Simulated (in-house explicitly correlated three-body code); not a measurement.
The numbers below are computed, except where a source is named.
## Two electrons around a charge Z: functional-driven and density-driven errors

The exact non-relativistic ground state comes from a variational code in 260 exponentially correlated functions, the Kohn-Sham parts from inverting its density (past Z = 6 the correlation energy is taken as exact minus Hartree-Fock, equal to within microhartrees), and self-consistent runs (Hartree-Fock is restricted) from a B-spline radial code. Z may be fractional; the second electron is bound down to Z = 0.911.

The total error of a self-consistent run is the error on the exact density (functional-driven) plus the energy gained by relaxing to the functional's own density (density-driven, never positive). «Unbound» marks a run whose level isn't bound or that didn't converge.

```csv
Z,BP86 functional (mEh),BP86 density (mEh),PBEsol functional (mEh),PBEsol density (mEh),PBE functional (mEh),PBE density (mEh)
0.99,-10.54,unbound,+12.83,unbound,+0.94,unbound
1.145,-9.62,unbound,+17.32,unbound,+2.15,unbound
1.3,?,?,?,?,?,?
1.56,-5.79,-0.59,+31.16,-0.83,+6.52,-0.79
1.78,-3.79,-0.64,+38.98,-0.92,+9.09,-0.88
2.16,-0.72,-0.68,+52.90,-1.03,+13.70,-0.99
2.54,+1.79,-0.70,+67.15,-1.10,+18.44,-1.06
2.96,+3.99,-0.72,+83.13,-1.16,+23.78,-1.12
3.54,?,?,?,?,?,?
4.1,+7.68,-0.77,+127.2,-1.27,+38.52,-1.23
5,+9.01,-0.82,+162.4,-1.32,+50.27,-1.29
5.8,+9.47,-0.85,+193.8,-1.35,+60.76,-1.32
```

(1) What belongs in the row Z = 1.3?

(2) What belongs in the row Z = 3.54?

(3) Which part of the error is larger?

## Answers

(1) BP86 functional (mEh): -8.26; BP86 density (mEh): -0.50; PBEsol functional (mEh): +22.29; PBEsol density (mEh): -0.69; PBE functional (mEh): +3.68; PBE density (mEh): -0.66.

(2) BP86 functional (mEh): +6.22; BP86 density (mEh): -0.75; PBEsol functional (mEh): +105.5; PBEsol density (mEh): -1.22; PBE functional (mEh): +31.25; PBE density (mEh): -1.19.

(3) BP86: functional-driven +9.47, density-driven -0.85 mEh at Z = 5.8; PBEsol: functional-driven +193.8, density-driven -1.35 mEh at Z = 5.8; PBE: functional-driven +60.76, density-driven -1.32 mEh at Z = 5.8. The density-driven part is second order in the error of the density, so it stays small unless the second electron is loosely bound.
